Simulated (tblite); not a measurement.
C4H8FNSi2.
Numbering: `[N:1]#[C:2][C@H:3]([F:4])/[C:5]([SiH3:6])=[CH:7]\[SiH3:8]` (hydrogens: H9 on C3; H10, H11, H12 on Si6; H13 on C7; H14, H15, H16 on Si8)

Computed with GFN2-xTB (tblite), gas phase: L-BFGS steps from a force-field or distance-geometry start until the largest atomic force falls under 0.01 eV/Å.

Step 21: E = -644.1426 eV
```
atom  x, y, z in Å  |  force x, y, z in eV/Å
N1     -1.5873    1.4269    2.4907   -0.011   0.011   0.046
C2     -1.0388    1.3896    1.4897    0.055   0.019  -0.036
C3     -0.3297    1.2933    0.2273   -0.035  -0.029  -0.002
F4     -0.9427    2.1058   -0.7158   -0.018   0.003   0.033
C5     -0.3507   -0.1414   -0.2407   -0.010  -0.006  -0.009
Si6    -2.0951   -0.8188   -0.6011    0.046   0.023  -0.004
C7      0.7753   -0.8425   -0.3700   -0.019  -0.020  -0.001
Si8     2.5796   -0.3861   -0.0367   -0.015  -0.006  -0.010
H9      0.6883    1.6838    0.3598   -0.013   0.002  -0.018
H10    -1.9215   -2.1591   -1.1598    0.017   0.010  -0.005
H11    -2.7732    0.0721   -1.5391    0.024  -0.008  -0.013
H12    -2.8166   -0.8682    0.6709    0.004  -0.013  -0.003
H13     0.6514   -1.8642   -0.7196    0.007   0.032   0.023
H14     2.9908   -1.0831    1.1826   -0.013   0.008   0.015
H15     2.8038    1.0533    0.1337   -0.007  -0.024  -0.005
H16     3.3588   -0.8526   -1.1835   -0.014  -0.001  -0.009
```

Step 22: E = -644.1430 eV
```
atom  x, y, z in Å  |  force x, y, z in eV/Å
N1     -1.5837    1.4301    2.4935   -0.015   0.008   0.045
C2     -1.0378    1.3902    1.4913    0.069   0.018  -0.030
C3     -0.3302    1.2926    0.2280   -0.044  -0.015  -0.004
F4     -0.9459    2.1054   -0.7131   -0.021   0.004   0.022
C5     -0.3521   -0.1421   -0.2400   -0.003   0.014  -0.006
Si6    -2.0962   -0.8206   -0.6031    0.074   0.041   0.005
C7      0.7751   -0.8412   -0.3684   -0.023  -0.030  -0.008
Si8     2.5799   -0.3861   -0.0367   -0.023  -0.009  -0.009
H9      0.6881    1.6850    0.3571   -0.026  -0.012  -0.012
H10    -1.9199   -2.1597   -1.1620    0.016  -0.003  -0.011
H11    -2.7722    0.0713   -1.5407    0.017  -0.003  -0.022
H12    -2.8175   -0.8695    0.6681   -0.005  -0.015   0.008
H13     0.6512   -1.8624   -0.7181    0.011   0.013   0.019
H14     2.9901   -1.0820    1.1830   -0.009   0.001   0.020
H15     2.8065    1.0521    0.1338   -0.007  -0.009  -0.006
H16     3.3569   -0.8543   -1.1841   -0.011  -0.002  -0.011
```

**Question.** Estimate the geometry and energy of step 23. (The exact step hangs on the optimiser's Hessian estimate; all steps are aligned on step 22, rigid shifts and turns removed.)

**Answer.** E = -644.1435 eV, largest force 0.097 eV/Å
```
atom  x, y, z in Å  |  force x, y, z in eV/Å
N1     -1.5788    1.4345    2.4975   -0.008   0.005   0.027
C2     -1.0354    1.3912    1.4938    0.065   0.014   0.000
C3     -0.3313    1.2915    0.2289   -0.041   0.013  -0.005
F4     -0.9508    2.1050   -0.7089   -0.029   0.006   0.004
C5     -0.3540   -0.1427   -0.2392    0.010   0.036   0.000
Si6    -2.0965   -0.8225   -0.6059    0.082   0.049   0.015
C7      0.7744   -0.8396   -0.3662   -0.020  -0.030  -0.013
Si8     2.5799   -0.3864   -0.0369   -0.027  -0.014  -0.004
H9      0.6872    1.6865    0.3529   -0.036  -0.029  -0.005
H10    -1.9171   -2.1605   -1.1651    0.015  -0.011  -0.014
H11    -2.7703    0.0703   -1.5433    0.011   0.001  -0.030
H12    -2.8188   -0.8716    0.6644   -0.010  -0.017   0.014
H13     0.6510   -1.8599   -0.7158    0.012  -0.022   0.008
H14     2.9888   -1.0804    1.1840   -0.006  -0.005   0.021
H15     2.8101    1.0504    0.1338   -0.007   0.008  -0.008
H16     3.3541   -0.8568   -1.1853   -0.010  -0.003  -0.010
```

The energy changes by -0.0005 eV. The first-order estimate −F·Δx gives -0.0007 eV and the mean of the old and new forces, exact on a quadratic surface, -0.0005 eV. The step makes an angle of 74° with the force vector and moves no atom by more than 0.008 Å.

The cost below is that of the whole relaxation. On Intel Xeon at 2.50 GHz, one thread, shared host with 64 logical CPUs at a one-minute load of 55, this took 5.7 s wall, 4.2 s CPU.
